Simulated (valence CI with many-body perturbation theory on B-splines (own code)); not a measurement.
**E1 line list for Tl⁶⁸⁺**

Level of theory: relativistic CI+MBPT: three valence electrons over a frozen Dirac-Fock core [Ne], radial functions for each j: 11 s, 11 p, 10 d, 8 f, 5 g, 2 h, with the one-electron correlation potential Σ1, the two-electron term Σ2, the three-electron term Σ3, Breit, model QED; selected CI, second order for the rest, scaled by the run's own slope (own B-spline code, finite nucleus).

The last digits are not significant, and no measured levels were compared; by estimate large intervals hold to a few tenths of a per cent, small ones and those within an open d or f shell to about a per cent.

Lines 101 to 150 of 584 in falling wavelength, among levels below 33123 × 10³ cm⁻¹, chosen from the strongest by gf and those to the six lowest levels. Wavelengths and rates use the calculated energies. Electric multipoles are in the length gauge, E1 and E2 with the static RPA response of the core. Weak lines are less certain than strong ones. Lines between different terms over intervals too small for the method are left out, as are lines whose strength nearly cancels. The highest levels of a list are the least certain.

Levels are named by their leading jj configuration (3d3/2^4 stands for four electrons in 3d with j = 3/2), which in mixed levels can hold well under half, so a name can repeat and another be missing. Letters in brackets count levels of one name in rising energy.

```csv
λ vac (nm),Upper,Lower,A (s⁻¹),S (a.u.)
3.416,(3p3/2 3d5/2^2) J=5/2 [b],(3p3/2^2 3d5/2) J=3/2,2.77e+11,3.27e-02
3.408,(3p3/2 3d3/2 3d5/2) J=3/2 [c],(3p3/2^2 3d3/2) J=3/2 [b],2.63e+11,2.06e-02
3.397,(3s 3d3/2 3d5/2) J=5/2 [b],(3s 3p3/2 3d3/2) J=3/2 [b],2.23e+11,2.59e-02
3.396,(3d3/2 3d5/2^2) J=7/2 [b],(3p3/2 3d3/2 3d5/2) J=9/2 [b],1.15e+11,1.78e-02
3.392,(3d5/2^3) J=5/2,(3p3/2 3d5/2^2) J=5/2 [b],5.05e+11,5.84e-02
3.392,(3d3/2^2 3d5/2) J=3/2,(3p3/2 3d3/2^2) J=1/2,1.32e+11,1.02e-02
3.392,(3p3/2 3d5/2^2) J=5/2 [a],(3p3/2^2 3d5/2) J=7/2,1.64e+11,1.90e-02
3.390,(3s 3d5/2^2) J=9/2,(3s 3p3/2 3d5/2) J=7/2 [a],4.16e+11,8.00e-02
3.383,(3s 3d5/2^2) J=3/2,(3s 3p3/2 3d5/2) J=1/2,2.40e+11,1.83e-02
3.382,(3s 3p1/2 3d5/2) J=5/2 [b],(3s 3p1/2 3p3/2) J=3/2 [b],2.45e+11,2.81e-02
3.381,(3p1/2 3d3/2 3d5/2) J=5/2 [a],(3p1/2 3p3/2 3d3/2) J=3/2 [a],1.99e+11,2.28e-02
3.379,(3d3/2^2 3d5/2) J=5/2 [a],(3p3/2 3d3/2^2) J=3/2 [a],2.33e+11,2.66e-02
3.378,(3s^2 3p3/2) J=3/2,(3s 3p1/2^2) J=1/2,1.11e+09,8.42e-05
3.373,(3d3/2^2 3d5/2) J=9/2,(3p3/2 3d3/2^2) J=7/2,4.14e+11,7.83e-02
3.372,(3p3/2 3d5/2^2) J=7/2 [a],(3p3/2^2 3d5/2) J=7/2,1.29e+11,1.96e-02
3.370,(3p3/2 3d5/2^2) J=7/2 [a],(3p3/2^2 3d5/2) J=9/2,1.06e+11,1.60e-02
3.358,(3d5/2^3) J=5/2,(3p3/2 3d5/2^2) J=7/2 [b],2.08e+11,2.33e-02
3.358,(3s 3d5/2^2) J=7/2,(3s 3p3/2 3d5/2) J=7/2 [b],2.20e+11,3.29e-02
3.357,(3p1/2 3p3/2 3d5/2) J=5/2 [a],(3p1/2 3p3/2^2) J=5/2,1.97e+11,2.21e-02
3.357,(3d3/2^2 3d5/2) J=7/2,(3p3/2 3d3/2^2) J=7/2,1.03e+11,1.54e-02
3.356,(3d3/2 3d5/2^2) J=7/2 [b],(3p3/2 3d3/2 3d5/2) J=5/2 [c],1.17e+11,1.75e-02
3.355,(3p3/2 3d3/2 3d5/2) J=5/2 [d],(3p3/2^2 3d3/2) J=3/2 [b],4.54e+11,5.08e-02
3.354,(3s 3p3/2 3d5/2) J=1/2,(3s 3p3/2^2) J=1/2,5.19e+11,1.93e-02
3.353,(3p1/2^2 3d5/2) J=5/2,(3s 3p1/2 3d3/2) J=3/2 [b],1.33e+11,1.48e-02
3.347,(3d3/2^2 3d5/2) J=7/2,(3p3/2 3d3/2^2) J=5/2,3.26e+11,4.83e-02
3.346,(3d3/2 3d5/2^2) J=5/2 [b],(3p3/2 3d3/2 3d5/2) J=5/2 [c],1.79e+11,1.99e-02
3.343,(3p1/2 3p3/2 3d5/2) J=1/2,(3p1/2 3p3/2^2) J=1/2,4.18e+11,1.54e-02
3.341,(3s 3p3/2 3d5/2) J=5/2 [a],(3s 3p3/2^2) J=5/2,3.27e+11,3.61e-02
3.341,(3p3/2 3d5/2^2) J=9/2,(3p3/2^2 3d5/2) J=7/2,2.90e+11,5.34e-02
3.339,(3p3/2 3d5/2^2) J=9/2,(3p3/2^2 3d5/2) J=9/2,4.33e+11,7.96e-02
3.339,(3s 3p1/2 3d5/2) J=3/2,(3s 3p1/2 3p3/2) J=3/2 [b],9.27e+10,6.81e-03
3.339,(3p1/2 3d3/2 3d5/2) J=9/2,(3p1/2 3p3/2 3d3/2) J=7/2,3.14e+11,5.76e-02
3.338,(3d5/2^3) J=9/2,(3p3/2 3d5/2^2) J=9/2,5.06e+11,9.28e-02
3.335,(3s 3d3/2 3d5/2) J=3/2 [b],(3s 3p3/2 3d3/2) J=3/2 [b],2.26e+11,1.66e-02
3.334,(3p1/2 3d5/2^2) J=5/2,(3p1/2 3p3/2 3d5/2) J=7/2 [b],8.95e+10,9.83e-03
3.333,(3p1/2 3d3/2 3d5/2) J=7/2 [a],(3p1/2 3p3/2 3d3/2) J=5/2 [a],2.43e+11,3.55e-02
3.332,(3d3/2 3d5/2^2) J=3/2 [b],(3p3/2 3d3/2 3d5/2) J=1/2 [b],2.73e+11,1.99e-02
3.332,(3p1/2 3d3/2 3d5/2) J=5/2 [b],(3p1/2 3p3/2 3d3/2) J=3/2 [b],2.20e+11,2.41e-02
3.331,(3p3/2 3d3/2 3d5/2) J=7/2 [c],(3p3/2^2 3d3/2) J=5/2,6.44e+11,9.40e-02
3.328,(3d3/2^2 3d5/2) J=5/2 [b],(3p3/2 3d3/2^2) J=3/2 [b],4.17e+11,4.56e-02
3.327,(3d3/2^2 3d5/2) J=1/2,(3p3/2 3d3/2^2) J=1/2,3.37e+11,1.23e-02
3.324,(3d5/2^3) J=3/2,(3p3/2 3d5/2^2) J=1/2,3.23e+11,2.34e-02
3.322,(3d3/2 3d5/2^2) J=5/2 [b],(3p3/2 3d3/2 3d5/2) J=7/2 [c],1.58e+11,1.72e-02
3.322,(3s 3d3/2 3d5/2) J=7/2 [a],(3s 3p3/2 3d3/2) J=5/2 [a],3.87e+11,5.59e-02
3.320,(3p3/2^2 3d5/2) J=3/2,(3p3/2^3) J=3/2,6.33e+11,4.57e-02
3.317,(3p3/2 3d5/2^2) J=1/2,(3p3/2^2 3d5/2) J=1/2,8.26e+11,2.98e-02
3.313,(3p3/2 3d5/2^2) J=3/2 [a],(3p3/2^2 3d5/2) J=5/2 [a],4.64e+11,3.33e-02
3.312,(3p1/2 3d3/2 3d5/2) J=3/2 [a],(3p1/2 3p3/2 3d3/2) J=3/2 [a],2.44e+11,1.75e-02
3.311,(3p3/2 3d5/2^2) J=5/2 [b],(3p3/2^2 3d5/2) J=5/2 [a],4.23e+11,4.55e-02
3.310,(3p1/2 3d3/2 3d5/2) J=1/2,(3p1/2 3p3/2 3d3/2) J=1/2 [a],3.66e+11,1.31e-02
```
